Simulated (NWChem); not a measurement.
# Total energies of C2H2F

SMILES: [C](F)=C
```xyz
5

C      1.2054    -0.0264     0.0000
C     -0.0339     0.4220     0.0000
F     -1.1644    -0.2161     0.0000
H      1.4106    -1.1040     0.0000
H      2.0398     0.6757     0.0000
```
Charge 0, spin multiplicity 2.

All runs are NWChem calculations. The geometry was optimised at UPBE0/def2-SVP, a minimum by its harmonic frequencies.

Basis set: STO-3G (17 functions).

```json
[
 {"method": "UHF", "total energy (Ha)": "-173.89675"},
 {"method": "UMP2", "total energy (Ha)": "-173.99632"},
 {"method": "UB2PLYP", "total energy (Ha)": "-174.49569"},
 {"method": "UPBE", "total energy (Ha)": "-174.54125"},
 {"method": "UB3LYP", "total energy (Ha)": "-174.72687"},
 {"method": "Ur2SCAN", "total energy (Ha)": "-174.67504"}
]
```

Total energies of different functionals aren't comparable as a measure of quality: only differences taken within one method are. 

The correlated methods keep 3 core orbitals frozen. B3LYP has NWChem's definition, with VWN1-RPA local correlation. The structure started from a generated list of species. The unpaired electrons of the parent sit in orbitals of symmetry a' (Cs labels of the run); other states weren't searched. The stability of the SCF solutions was not checked. Open-shell Hartree-Fock references start from PBE0 orbitals.
